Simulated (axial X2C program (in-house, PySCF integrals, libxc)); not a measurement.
# Testing model relations on Br₂

A bond curve at the CCSD(T) level, with spin–orbit coupling, was computed with an in-house relativistic program for diatomic molecules (basis Br dyall-cv3z [8s9p6d4f1g] (cores contracted in-house)) for the state Ω = 0 (closed shell). Its fit gives Re = 2.3060 Å, ωe = 315.6 cm⁻¹, ωexe = 1.06 cm⁻¹ and αe = 3.182e-04 cm⁻¹; the masses are 78.9183 and 78.9183 u. Two-component means X2C with spin–orbit coupling and atomic mean-field Coulomb and Gaunt terms.

Correlated methods: 14 electrons correlated (number of frozen shells: Br 3 s, 2 p, 1 d), 226 virtual spin orbitals or spinors in MP2, 90 natural virtuals in coupled cluster.

Find the reduced mass, Be and the force constant.

From the CCSD(T) values: μ = 39.4592 u. Be = 16.8576/(μ Re²) = 0.08034 cm⁻¹. k = 5.8918×10⁻⁷ μ ωe² = 2.32 mdyn/Å.

Estimate the centrifugal constant by the Kratzer relation.

D = 4Be³/ωe² = 2.08e-08 cm⁻¹.

A Morse curve ties αe to the other constants (Pekeris). How well does that hold?

αe(Morse) = 6Be²/ωe × (√(ωexe/Be) − 1) = 3.230e-04 cm⁻¹; the CCSD(T) curve gives 3.182e-04 cm⁻¹, a ratio of 1.02.

Give B0 and the most populated J at 300 K (kT = 208.5 cm⁻¹).

B0 = Be − αe/2 = 0.08018 cm⁻¹; J(max) ≈ √(kT/2B0) − 1/2 = 35.6, so J = 36, nuclear-spin weights apart.

Where do the fundamental and the first overtone lie?

ν(1←0) = ωe − 2ωexe = 313.5 cm⁻¹; ν(2←0) = 2ωe − 6ωexe = 624.8 cm⁻¹.

The state is one determinant whose occupation by symmetry is held fixed; it was picked as the lowest of a PBE0 search that is not exhaustive. CCSD and (T) use frozen natural virtuals with an MP2 correction for the truncation; (T) itself is uncorrected, so its De runs slightly low.
